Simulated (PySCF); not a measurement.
CuI, triplet (typed; the unrestricted solution is spin-contaminated), at a GFN2-xTB geometry (such geometries of metal compounds can be far from the true shape) (the multiplicity is a formal guess) (all electrons, no relativity); CAMB3LYP/STO-3G in PySCF.

The PySCF input:
```python
from pyscf import gto, scf, dft

mol = gto.M(
    atom='''
Cu   -0.00000000   -0.00000000   -1.62833231
I     0.00000000    0.00000000    0.89097428
''',
    basis='sto-3g',
    spin=2,
    verbose=4,
)

mf = dft.UKS(mol)
mf.xc = 'camb3lyp'
mf.kernel()
mf.analyze()
```

Question: Write the output that PySCF gives for this input, abridged.

Answer: 
```
PySCF version 2.14.0

[INPUT] verbose = 4
[INPUT] num. atoms = 2
[INPUT] num. electrons = 82
[INPUT] charge = 0
[INPUT] spin (= nelec alpha-beta = 2S) = 2
[INPUT] symmetry False subgroup None
[INPUT] Mole.unit = angstrom
[INPUT] Symbol           X                Y                Z      unit          X                Y                Z       unit  Magmom
[...]
nuclear repulsion = 322.844935353438
number of shells = 19
number of NR pGTOs = 135
number of NR cGTOs = 45
basis = sto-3g
ecp = {}

******** <class 'pyscf.dft.uks.UKS'> ********
method = UKS
initial guess = minao
damping factor = 0
level_shift factor = 0
DIIS = <class 'pyscf.scf.diis.CDIIS'>
diis_start_cycle = 1
diis_space = 8
diis_damp = 0
SCF conv_tol = 1e-09
SCF conv_tol_grad = None
SCF max_cycles = 50
direct_scf = True
direct_scf_tol = 1e-13
number electrons alpha = 42  beta = 40
XC library pyscf.dft.libxc version 7.1.2
    S. Lehtola, C. Steigemann, M. J. T. Oliveira, and M. A. L. Marques,  SoftwareX 7, 1–5 (2018)
XC functionals = camb3lyp
    T. Yanai, D. P. Tew, and N. C. Handy,  Chem. Phys. Lett. 393, 51 (2004)
radial grids:
    Treutler-Ahlrichs [JCP 102, 346 (1995); DOI:10.1063/1.469408] (M4) radial grids

becke partition: Becke, JCP 88, 2547 (1988); DOI:10.1063/1.454033
pruning grids: <function nwchem_prune>
grids dens level: 3
symmetrized grids: False
atomic radii adjust function: <function treutler_atomic_radii_adjust>
small_rho_cutoff = 0
Set gradient conv threshold to 3.16228e-05
tot grids = 42600
init E= -8450.44961940097

cycle= 1 E= -8463.56375835108  delta_E= -13.1  |g|=  1.2  |ddm|= 5.04

cycle= 2 E= -8465.7353567079  delta_E= -2.17  |g|= 1.11  |ddm|= 5.22

cycle= 3 E= -8473.80360104795  delta_E= -8.07  |g|= 0.52  |ddm|= 4.43
cycle= 4 E= -8468.96977044926  delta_E= 4.83  |g|= 1.65  |ddm|= 3.78
cycle= 5 E= -8466.63919108974  delta_E= 2.33  |g|= 2.44  |ddm|= 1.58
cycle= 6 E= -8470.87169475954  delta_E= -4.23  |g|= 1.21  |ddm|= 4.79
cycle= 7 E= -8470.73256827356  delta_E= 0.139  |g|= 1.24  |ddm|= 0.124
cycle= 8 E= -8470.47520287079  delta_E= 0.257  |g|= 1.27  |ddm|= 0.273

cycle= 9 E= -8471.50506220634  delta_E= -1.03  |g|= 1.08  |ddm|=  1.6
cycle= 10 E= -8468.84302858667  delta_E= 2.66  |g|= 1.67  |ddm|= 4.24
cycle= 11 E= -8469.4771648876  delta_E= -0.634  |g|= 1.18  |ddm|= 0.656

cycle= 12 E= -8472.51703250077  delta_E= -3.04  |g|= 0.66  |ddm|= 3.89
cycle= 13 E= -8474.0895170826  delta_E= -1.57  |g|= 0.405  |ddm|= 1.61
cycle= 14 E= -8474.35948032808  delta_E= -0.27  |g|= 0.445  |ddm|= 0.957
cycle= 15 E= -8474.32738211215  delta_E= 0.0321  |g|= 0.451  |ddm|= 0.0771
cycle= 16 E= -8474.75374730912  delta_E= -0.426  |g|= 0.128  |ddm|= 1.17
cycle= 17 E= -8474.77831289287  delta_E= -0.0246  |g|= 0.07  |ddm|= 0.344
cycle= 18 E= -8474.78103449317  delta_E= -0.00272  |g|= 0.0626  |ddm|= 0.0889
cycle= 19 E= -8474.78408887986  delta_E= -0.00305  |g|= 0.0539  |ddm|= 0.129
cycle= 20 E= -8474.78901399233  delta_E= -0.00493  |g|= 0.0233  |ddm|= 0.222
cycle= 21 E= -8474.79163878092  delta_E= -0.00262  |g|= 0.0145  |ddm|= 0.179
cycle= 22 E= -8474.79240584555  delta_E= -0.000767  |g|= 0.0137  |ddm|= 0.0765
cycle= 23 E= -8474.79315831544  delta_E= -0.000752  |g|= 0.0119  |ddm|= 0.0785
cycle= 24 E= -8474.79449611802  delta_E= -0.00134  |g|= 0.00751  |ddm|= 0.226
cycle= 25 E= -8474.79430361686  delta_E= 0.000193  |g|= 0.00564  |ddm|= 0.0883
cycle= 26 E= -8474.79453785725  delta_E= -0.000234  |g|= 0.00417  |ddm|= 0.181
cycle= 27 E= -8474.79466690378  delta_E= -0.000129  |g|= 0.000668  |ddm|= 0.0637
cycle= 28 E= -8474.79466587235  delta_E= 1.03e-06  |g|= 0.00057  |ddm|= 0.00816
cycle= 29 E= -8474.79466817528  delta_E= -2.3e-06  |g|= 0.00027  |ddm|= 0.00896
cycle= 30 E= -8474.79466862184  delta_E= -4.47e-07  |g|= 0.000259  |ddm|= 0.00151
cycle= 31 E= -8474.79466901403  delta_E= -3.92e-07  |g|= 0.000259  |ddm|= 0.0011
cycle= 32 E= -8474.7946694713  delta_E= -4.57e-07  |g|= 0.000259  |ddm|= 0.00128
[...]
cycle= 37 E= -8474.79465357449  delta_E= 1.48e-05  |g|= 0.000254  |ddm|= 0.0416
cycle= 38 E= -8474.79463923305  delta_E= 1.43e-05  |g|= 0.000231  |ddm|= 0.0436
cycle= 39 E= -8474.79461663741  delta_E= 2.26e-05  |g|= 0.0002  |ddm|= 0.088
cycle= 40 E= -8474.7946129744  delta_E= 3.66e-06  |g|= 0.000307  |ddm|= 0.0222
cycle= 41 E= -8474.79460879865  delta_E= 4.18e-06  |g|= 0.000234  |ddm|= 0.0364
cycle= 42 E= -8474.79460765396  delta_E= 1.14e-06  |g|= 0.000157  |ddm|= 0.0202
cycle= 43 E= -8474.79460865529  delta_E= -1e-06  |g|= 0.000555  |ddm|= 0.0227
cycle= 44 E= -8474.79460891386  delta_E= -2.59e-07  |g|= 0.000548  |ddm|= 0.00224
cycle= 45 E= -8474.79460717295  delta_E= 1.74e-06  |g|= 0.000107  |ddm|= 0.0401
cycle= 46 E= -8474.79460703101  delta_E= 1.42e-07  |g|= 4.04e-05  |ddm|= 0.0136
cycle= 47 E= -8474.79460711378  delta_E= -8.28e-08  |g|= 3.82e-05  |ddm|= 0.00378
cycle= 48 E= -8474.79460714271  delta_E= -2.89e-08  |g|= 2.5e-05  |ddm|= 0.000967
cycle= 49 E= -8474.79460718373  delta_E= -4.1e-08  |g|= 2.76e-05  |ddm|= 0.00301
cycle= 50 E= -8474.79460721302  delta_E= -2.93e-08  |g|= 9.06e-06  |ddm|= 0.00287
SCF not converged.
SCF energy = -8474.79460721302 after 50 cycles  <S^2> = 2.241099  2S+1 = 3.1566431
**** SCF Summaries ****
Total Energy =                       -8474.794607213016207
Nuclear Repulsion Energy =             322.844935353437904
One-electron Energy =               -12335.982431446835108
Two-electron Energy =                 3538.342888880380542
Two-electron Coulomb Energy =         3781.947136101160140
DFT Exchange-Correlation Energy =     -243.604247220779570
**** MO energy ****
                             alpha | beta                alpha | beta
[...]
To work with the spin densities directly, `use mulliken_meta_spin()` only printing them here.

 ** Mulliken spin pop alpha/beta on meta-lowdin orthogonal AOs **
 ** Mulliken Spin Density (per AO)  **
spin_pop of  0 Cu 1s       -0.00000
spin_pop of  0 Cu 2s       -0.00000
spin_pop of  0 Cu 3s        0.00000
spin_pop of  0 Cu 4s       -0.00185
spin_pop of  0 Cu 2px      -0.00000
spin_pop of  0 Cu 2py      -0.00000
spin_pop of  0 Cu 2pz      -0.00000
spin_pop of  0 Cu 3px       0.00006
spin_pop of  0 Cu 3py       0.00006
spin_pop of  0 Cu 3pz       0.00012
spin_pop of  0 Cu 4px      -0.11672
spin_pop of  0 Cu 4py      -0.11642
spin_pop of  0 Cu 4pz      -0.00935
spin_pop of  0 Cu 3dxy      0.84355
spin_pop of  0 Cu 3dyz      0.61677
spin_pop of  0 Cu 3dz^2     0.17104
spin_pop of  0 Cu 3dxz      0.61738
spin_pop of  0 Cu 3dx2-y2    0.00000
spin_pop of  1 I 1s       -0.00000
spin_pop of  1 I 2s       -0.00000
spin_pop of  1 I 3s       -0.00000
spin_pop of  1 I 4s        0.00000
spin_pop of  1 I 5s        0.00002
spin_pop of  1 I 2px       0.00000
spin_pop of  1 I 2py       0.00000
spin_pop of  1 I 2pz      -0.00000
spin_pop of  1 I 3px      -0.00000
spin_pop of  1 I 3py      -0.00000
spin_pop of  1 I 3pz      -0.00000
spin_pop of  1 I 4px      -0.00000
spin_pop of  1 I 4py      -0.00000
spin_pop of  1 I 4pz      -0.00000
spin_pop of  1 I 5px      -0.00055
spin_pop of  1 I 5py      -0.00053
spin_pop of  1 I 5pz      -0.00352
spin_pop of  1 I 3dxy     -0.00000
spin_pop of  1 I 3dyz     -0.00000
spin_pop of  1 I 3dz^2    -0.00000
spin_pop of  1 I 3dxz     -0.00000
spin_pop of  1 I 3dx2-y2   -0.00000
spin_pop of  1 I 4dxy     -0.00000
spin_pop of  1 I 4dyz     -0.00002
spin_pop of  1 I 4dz^2    -0.00002
spin_pop of  1 I 4dxz     -0.00002
spin_pop of  1 I 4dx2-y2    0.00000
 ** Mulliken Spin Density (per atom)  **
spin density of  0 Cu =      2.00464
spin density of  1 I =     -0.00464
 ** Mulliken pop alpha/beta on meta-lowdin orthogonal AOs **
 ** Mulliken pop       alpha | beta **
In total            42.00000 | 40.00000
 ** Mulliken atomic charges   ( Nelec_alpha | Nelec_beta ) **
charge of  0Cu =      0.47986  (    15.26239     13.25775 )
charge of  1I =     -0.47986  (    26.73761     26.74225 )
Dipole moment(X, Y, Z, Debye):  0.00000,  0.00000,  1.15874
```

Convergence was not reached.
